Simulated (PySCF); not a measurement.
C4H13Cl3Si3, SMILES Cl[Si]([SiH2][SiH2]C(C)(C)C)(Cl)Cl, GFN2-xTB optimised geometry.

```
23

C      2.77    -2.33     0.20
C      2.20    -0.92     0.07
C      2.63    -0.34    -1.28
C      2.76    -0.05     1.19
Si     0.28    -0.97     0.18
Si    -0.63     1.17     0.00
Si    -2.95     1.17     0.00
Cl    -3.67     0.17    -1.62
Cl    -3.66     0.17     1.63
Cl    -3.86     2.98     0.00
H      2.40    -2.98    -0.59
H      3.86    -2.31     0.14
H      2.49    -2.77     1.16
H      2.25    -0.94    -2.10
H      2.27     0.68    -1.40
H      3.72    -0.32    -1.35
H      2.47    -0.44     2.16
H      3.85    -0.03     1.14
H      2.40     0.97     1.10
H     -0.20    -1.87    -0.89
H     -0.07    -1.62     1.45
H     -0.20     2.07     1.09
H     -0.21     1.89    -1.22
```

Density from CAM-B3LYP/def2-SVP run with PySCF 2.14.0 at that geometry.

Minimum of the electron density along straight lines between bonded atoms, close to the bond critical point (lines longer than 1.1 times the sum of covalent radii, or with two minima, are not listed):

```
bond      length / Å  ρ at the minimum / e bohr⁻³  ∇²ρ there / e bohr⁻⁵  position (fraction from the first atom)
--------  ----------  ---------------------------  --------------------  ---------------------------------------
C1–C2          1.529                        0.243                 -0.55                                     0.50
C2–C3          1.529                        0.244                 -0.55                                     0.50
C2–C4          1.529                        0.244                 -0.55                                     0.50
C2–Si5         1.926                        0.112                  0.27                                     0.62
Si6–Si7        2.322                        0.095                     …                                     0.34
Si7–Cl8        2.039                        0.097                  0.29                                     0.37
Si7–Cl9        2.041                        0.096                  0.29                                     0.37
Si7–Cl10       2.026                        0.099                  0.31                                     0.37
C1–H11         1.088                        0.277                 -1.03                                     0.63
C1–H12         1.090                        0.275                 -1.01                                     0.63
C1–H13         1.088                        0.277                 -1.03                                     0.63
C3–H14         1.088                        0.277                 -1.02                                     0.63
C3–H15         1.089                        0.277                 -1.02                                     0.62
C3–H16         1.090                        0.275                 -1.01                                     0.63
C4–H17         1.088                        0.277                 -1.02                                     0.63
C4–H18         1.090                        0.275                 -1.01                                     0.63
C4–H19         1.089                        0.276                 -1.01                                     0.62
Si5–H20        1.472                        0.115                  0.32                                     0.49
Si5–H21        1.472                        0.115                  0.32                                     0.49
Si6–H22        1.473                        0.115                  0.31                                     0.49
Si6–H23        1.473                        0.115                  0.31                                     0.49
```

Task: Complete the blanks.

Result: 
- Si6–Si7, ∇²ρ there / e bohr⁻⁵: -0.01
